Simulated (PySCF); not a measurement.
SCF from a fresh guess for triplet RhOI, at the B3LYP minimum. PySCF input:

```python
from pyscf import gto, scf, dft
mol = gto.M(atom='''
Rh     0.041641     0.516756    -1.154472
O     -0.044302    -0.549782    -2.449167
I     -0.028189    -0.349819     1.245074''',
    basis={'Rh': 'def2-SVP', 'O': 'def2-SVP', 'I': 'def2-SVP'},
    ecp={'Rh': 'def2-SVP', 'I': 'def2-SVP'},
    charge=0, spin=2)
mf = dft.UKS(mol, xc='B3LYP')
mf.grids.atom_grid = (50, 194)
aux = {'Rh': 'def2-universal-JKFIT', 'O': 'def2-universal-JKFIT', 'I': 'def2-universal-JKFIT'}
mf = mf.density_fit(auxbasis=aux)
mf.conv_tol = 1e-08
mf.diis_space = 10
mf.max_cycle = 60
mf.init_guess = 'minao'
mf.verbose = 4
mf.kernel()
```

Excerpt of the output (cycles alone):

```
init E= -442.095233132707
cycle= 1 E= -480.353431369554  delta_E= -38.3  |g|= 2.68  |ddm|= 6.39
cycle= 2 E= -467.063616963409  delta_E= 13.3  |g|= 4.95  |ddm|= 9.44
cycle= 3 E= -482.984715287437  delta_E= -15.9  |g|= 1.06  |ddm|=    8
cycle= 4 E= -482.165294862311  delta_E= 0.819  |g|= 1.66  |ddm|= 2.14
cycle= 5 E= -483.408568153849  delta_E= -1.24  |g|= 0.376  |ddm|= 1.62
cycle= 6 E= -483.454621581209  delta_E= -0.0461  |g|= 0.289  |ddm|= 0.786
cycle= 7 E= -483.496839293321  delta_E= -0.0422  |g|= 0.154  |ddm|= 0.357
cycle= 8 E= -483.505606730854  delta_E= -0.00877  |g|= 0.0467  |ddm|= 0.0926
cycle= 9 E= -483.506662388493  delta_E= -0.00106  |g|= 0.0217  |ddm|= 0.0703
cycle= 10 E= -483.507044843691  delta_E= -0.000382  |g|= 0.00447  |ddm|= 0.0475
cycle= 11 E= -483.507137925352  delta_E= -9.31e-05  |g|= 0.0032  |ddm|= 0.0379
cycle= 12 E= -483.507161192626  delta_E= -2.33e-05  |g|= 0.00161  |ddm|= 0.0153
cycle= 13 E= -483.507174871494  delta_E= -1.37e-05  |g|= 0.000384  |ddm|= 0.021
cycle= 14 E= -483.5071758812  delta_E= -1.01e-06  |g|= 0.000228  |ddm|= 0.00369
cycle= 15 E= -483.507176694643  delta_E= -8.13e-07  |g|= 8.94e-05  |ddm|= 0.00492
cycle= 16 E= -483.507176790344  delta_E= -9.57e-08  |g|= 4.95e-05  |ddm|= 0.00158
cycle= 17 E= -483.507176808097  delta_E= -1.78e-08  |g|= 3.11e-05  |ddm|= 0.000693
cycle= 18 E= -483.507176811925  delta_E= -3.83e-09  |g|= 1.13e-05  |ddm|= 0.000261
Extra cycle  E= -483.507176812659  delta_E= -7.34e-10  |g|= 1.38e-05  |ddm|= 7.79e-05
converged SCF energy = -483.507176812659  <S^2> = 2.0182455  2S+1 = 3.0121391
```

No lower solution of this spin was found from smeared starts or by a stability analysis within the unrestricted form.

Open d and f shells are described by one determinant, and the ground state may have another occupation or spin. With an element this heavy the missing spin–orbit coupling can shift these numbers.

The search for the lowest solution, 3 starts and the stability check together, took 14 s on 2 threads of a shared AMD EPYC 7R43 64-Core (Zen 3) host, with 71 basis functions; the process peaked at 0.33 GiB. Launch command: `OMP_NUM_THREADS=2 python axn.py task.json out`.
